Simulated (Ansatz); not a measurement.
```yaml
crystal:
  periodic: [false, false, false]
  atoms:
    - {symbol: C, position_ang: [-0.715462, 1.218705, -0.042764]}
    - {symbol: Si, position_ang: [-0.068538, -0.487048, -0.380156]}
    - {symbol: N, position_ang: [1.480894, -0.676783, 0.312877]}
    - {symbol: I, position_ang: [-1.760107, -2.081653, 0.489365]}
    - {symbol: H, position_ang: [-0.798489, 1.393372, 1.032523]}
    - {symbol: H, position_ang: [-0.040633, 1.965685, -0.468364]}
    - {symbol: H, position_ang: [-1.707284, 1.345046, -0.480043]}
    - {symbol: H, position_ang: [0.045015, -0.812446, -1.820122]}
    - {symbol: H, position_ang: [2.023477, -1.494593, 0.081551]}
    - {symbol: H, position_ang: [1.624226, -0.421583, 1.278134]}
basis:
  gaussian: {orbitals: def2-SVP, fitting: {mean_field: cc-pVTZ-jkfit}, point_charges: [{charge: 1.00, position_ang: [5.014, -0.562, 0.645]}]}
total_charge: 1
magnetization: {spin_polarized: true, initial_magnetization: 1}
hamiltonian: {xc: {name: wB97X}}
output: {forces: true}
```

```sh
$ ansatz run in.yaml --threads 4 --pin off --events-out ev --progress --plain --max-ram 10444MiB
```

Q: How does Ansatz answer? (Best estimate.)

A: The calculation gave: The input was rejected before any iteration.
```
Functional definition: wB97X
Error: <dir> the basis set cc-pVTZ-JKFIT has no functions for I
```
